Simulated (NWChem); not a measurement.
# C2H2BrCl; SMILES C=C(Cl)Br

This build's default masses of Se (78.918 u) and Br (79.917 u) are each other's, which moves their modes by up to 0.6 %.

**Question.** Give the equilibrium geometry at PBE0/def2-SVP (NWChem) as a list of bonds and angles, with the point group.

**Answer.** point group Cs; any orientation.
Bonded distances (Å): C1–C2 1.331, C1–H5 1.091, C1–H6 1.092, C2–Cl3 1.721, C2–Br4 1.883. Bond angles (°): C2–C1–H5 120.6, C2–C1–H6 120.0, H5–C1–H6 119.4, C1–C2–Cl3 122.9, C1–C2–Br4 122.4, Cl3–C2–Br4 114.7.
